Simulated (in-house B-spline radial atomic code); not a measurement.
Results of a calculation; reference values are marked as such.
**Extrapolating the RPA correlation energy in partial waves: C III (C2+)**

All-electron RPA on PBE orbitals from a B-spline radial code for spherical atoms, non-relativistic, point nucleus, configuration [He] 2s2. With empty states up to angular momentum L the sums are:

```json
{"L": "2", "E_c(L) (hartree)": "-0.220406"}
{"L": "3", "E_c(L) (hartree)": "-0.226010"}
{"L": "4", "E_c(L) (hartree)": "-0.228111"}
{"L": "5", "E_c(L) (hartree)": "-0.229063"}
{"L": "6", "E_c(L) (hartree)": "-0.229552"}
```

For large l each further wave adds A/(l + 1/2)⁴, because the basis must build the cusp where two electrons meet.

Task: Estimate the limit from L = 5 and L = 6.

Result: Wave 6 adds -0.000489, against a sum of (l + 1/2)⁻⁴ of 5.60204e-04, so A = -0.8729. The sum over l > 6 is ζ(4, 7.5) = 9.6207e-04, close to 1/(3 × 7³) = 9.7182e-04. The tail is -0.000840 and the limit -0.23039 hartree.

Task: How good is the estimate?

Result: A run to L = 11 sums to -0.23020 and extrapolates to -0.23035 hartree, 0.00 millihartree from the run before. The estimate differs from that by -0.04 millihartree, while the bare sum at L = 6 misses 0.8 millihartree (0.3 %).
